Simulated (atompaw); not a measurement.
## What one change does to a pseudopotential (selenium, PAW (atompaw))

selenium, PAW, made with atompaw 4.2.0.5 (PBE, scalar-relativistic). Core [Ar] 3d10, reference 4s2 4p3.75 (charge +0.25). Waves: 4s (bound): rc 1.50 bohr; 4s channel at 3.6 Ry: rc 1.50 bohr; 4p (bound): rc 1.50 bohr; 4p channel at 2.15 Ry: rc 1.50 bohr. Local part: bessel scheme, radius 1.45 bohr. Core correction: smooth core density matched at 1.15 bohr. Augmentation charge: besselshape compensation charge, radius 1.45 bohr; PAW radius 1.50 bohr; waves and projectors: custom rrkj vanderbiltortho.

Change: augmentation besselshape compensation charge, radius 1.45 bohr; PAW radius 1.50 bohr; waves and projectors: custom polynom gramschmidtortho.

Cutoffs: the cutoffs (Ry, on a coarse ladder) from which the occupation-weighted sum of valence levels, in a spherical-Bessel basis at the reference potential, stays within 10 and 1 mRy of its value at 400 Ry; they do not see the model core or the augmentation charge, which bear on the density cutoff.

Task: What does the change do?

Result: The potential gets harder (18 Ry and 35 Ry → 25 Ry and 45 Ry); neither file shows a bound ghost.

| quantity | base | changed |
| --- | --- | --- |
| cutoff, loose | 18 Ry | 25 Ry |
| cutoff, tight | 35 Ry | 45 Ry |
| loose cutoff by channel (10 mRy a level) | s 15 Ry, p 8 Ry | s 18 Ry, p 18 Ry |
| bound ghosts | none | none |
| s: phases at 1.50 bohr within 0.05 rad from the reference energy up to (Ry; the scan ends near 5) | to the end of the scan | to the end of the scan |
| p: phases at 1.50 bohr within 0.05 rad from the reference energy up to (Ry; the scan ends near 5) | to the end of the scan | to the end of the scan |
| lowest overlap eigenvalue by channel | s 0.47, p 0.62 | s 0.17, p 0.51 |

 The cutoffs see the waves, projectors and local potential, not the compensation charge or the core.
